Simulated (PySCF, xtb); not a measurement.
**A geometry optimisation of C2H6ClSi+ with r2SCAN-D4/def2-SVP**

The starting geometry of this gas-phase singlet was built from a drawn formula by distance geometry and a force field; its bonds are those of `C[SiH+]CCl`.

```csv
atom,x (Å),y (Å),z (Å)
C,-2.8120,0.6879,0.6657
C,0.1760,0.0393,0.2075
Cl,1.3003,-1.3281,-0.1286
Si,-1.4950,-0.5824,0.6402
H,-2.5501,1.4742,1.3913
H,-2.8409,1.1632,-0.3295
H,-3.7330,0.2671,0.8701
H,-1.4281,-1.2763,1.9848
H,0.6205,0.6744,0.9801
H,0.1181,0.6758,-0.6834
```

**Question.** Predict what it relaxes into with r2SCAN-D4/def2-SVP.

**Answer.** A new bond forms, giving a structure with Cl3 bridging C2 and Si4, given below by its coordinates. Contacts that close: Cl3–Si4 (2.99 → 2.25 Å).

The energy falls by 1.65 eV over 24 steps:

```
step  E − E(last) (eV)
   1             1.651
   4             0.642
   6             0.532
   9             0.577
  11             0.031
  14             0.002
  16             0.001
  19             0.000
  21             0.000
  24             0.000
```

Final geometry (Å):

```yaml
atoms:
  - { symbol: C, position_ang: [-2.6338, 0.3944, 0.5368] }
  - { symbol: C, position_ang: [0.4993, -0.1704, 0.1003] }
  - { symbol: Cl, position_ang: [-0.2669, -1.7226, -0.7017] }
  - { symbol: Si, position_ang: [-1.0957, -0.4825, 0.9866] }
  - { symbol: H, position_ang: [-2.8153, 1.1960, 1.2760] }
  - { symbol: H, position_ang: [-2.5722, 0.8486, -0.4636] }
  - { symbol: H, position_ang: [-3.4962, -0.2910, 0.5785] }
  - { symbol: H, position_ang: [-0.9790, -1.3102, 2.2018] }
  - { symbol: H, position_ang: [1.4613, -0.4740, 0.5333] }
  - { symbol: H, position_ang: [0.5805, 0.5913, -0.6859] }
```

From the same start GFN2-xTB reaches the same bonding as this run.

The end wasn't checked by frequencies. Run with PySCF 2.14.0, 8.9 min on 2 threads of Intel(R) Xeon(R) Processor @ 2.50GHz (Skylake/Cascade Lake), with other jobs on the host.
